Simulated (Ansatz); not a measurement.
Cost and result for the atomization energy of CH₇BN₂OSi (13 atoms, 12 bonds).

```xyz
13

N    -0.2969    0.0592   -2.0265
C    -0.2018    0.0056   -0.7273
N     0.9387    0.1585   -0.0617
Si    1.0733    0.0862    1.7073
B    -1.6823   -0.2752   -0.0480
O    -2.6155   -0.3844   -0.9062
H    -1.2764   -0.0877   -2.3125
H     0.4547    0.2180   -2.6773
H     1.7855    0.3269   -0.5919
H     0.2929    1.1669    2.3438
H     0.6898   -1.2470    2.2148
H     2.5259    0.3140    1.9123
H    -1.6879   -0.3410    1.1732
```

Total charge 0; spin multiplicity 1. The bonds changed during the relaxation, so this is another structure than the one it started from. The geometry is a stationary point of PBE0-D4/def2-TZVP. It is one conformer, not always the lowest. Program: Ansatz. All runs use 4 threads of an Arm Neoverse V1 on a shared host. Times are those of one run each, without the atoms' runs, and a repeat can differ threefold. Electronic energies, without spin–orbit coupling; frozen cores. CCSD(T)/CBS adds CCSD(T) − MP2 in def2-TZVPP to the MP2 limit, and its time is that of the two runs behind it. T1 = 0.016. B3LYP takes the VWN-RPA correlation (the form of Gaussian; ORCA's B3LYP/G).

CCSD(T)/CBS is a level of theory with its own doubt, some kJ/mol a heavy atom from the limit and from the frozen cores, so smaller differences don't rank the functionals.

```csv
level,functions,wall time
PBE-D4/def2-TZVPP (with forces),295,3.8 s
PBE0-D4/def2-TZVPP,295,4.5 s
r2SCAN-D4/def2-TZVPP (with forces),295,7.5 s
B3LYP-D4/def2-TZVPP (with forces),295,7.5 s
B2PLYP/def2-TZVPP,295,8.5 s
ωB97X-V/def2-TZVPP,295,12 s
ωB97M-V/def2-TZVPP (with forces),295,17 s
MP2/def2-QZVPP,565,37 s
CCSD(T)/def2-TZVPP,295,20 min
CCSD(T)/CBS(def2),–,21 min
```

Problem. What atomization energy does each give, and how far from CCSD(T)/CBS? (Estimate.)

Solution. Ansatz gave: 
```
                             level  atomization (kJ/mol)  difference from CCSD(T)/CBS  per bond
   PBE-D4/def2-TZVPP (with forces)                4991.7                        146.8      12.2
                PBE0-D4/def2-TZVPP                4866.0                         21.1       1.8
r2SCAN-D4/def2-TZVPP (with forces)                4867.8                         22.9       1.9
 B3LYP-D4/def2-TZVPP (with forces)                4890.7                         45.8       3.8
                 B2PLYP/def2-TZVPP                4821.9                        -23.0      -1.9
                ωB97X-V/def2-TZVPP                4885.6                         40.7       3.4
  ωB97M-V/def2-TZVPP (with forces)                4889.8                         44.9       3.7
                    MP2/def2-QZVPP                4879.6                         34.7       2.9
                CCSD(T)/def2-TZVPP                4698.3                       -146.6     -12.2
                 CCSD(T)/CBS(def2)                4844.9                          0.0       0.0
```

The D4 term adds +45.2 kJ/mol with B3LYP and +23.8 kJ/mol with PBE0; it sums over pairs of atoms, weighted by their polarisabilities, and B3LYP, whose exchange is more repulsive, gets the larger term. In def2-TZVPP, CCSD(T) changes the Hartree–Fock value by +1318.8 kJ/mol (the triples alone add +86.3 kJ/mol) and MP2 by +1412.6 kJ/mol; breaking electron pairs costs correlation energy, which Hartree–Fock lacks. From PBE to PBE0 (25 % exact exchange), in def2-TZVPP and without D4, the atomization energy moves by −121.4 kJ/mol: exact exchange takes away binding that semilocal exchange gives to molecules.
